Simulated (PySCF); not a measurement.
Au(Cl) anion (AuCl), SMILES [Cl][Au] (connectivity only; charge and spin as stated), charge -1, multiplicity 2.

Geometry: B3LYP-D3(BJ)/def2-TZVPD. The multiplicity is an assumed one; other spin states were not compared. The def2 effective core potentials stand for the cores of Au; spin–orbit coupling is left out.

These are B3LYP-D3(BJ)/def2-TZVPD in PySCF values and carry that method's errors.

Frequencies are harmonic and unscaled.

```json
[
 {"mode": "1", "ν (cm⁻¹)": "209", "IR (km/mol)": "48.6", "moving atoms (share of kinetic energy)": "Cl 85 %, Au 15 %"}
]
```
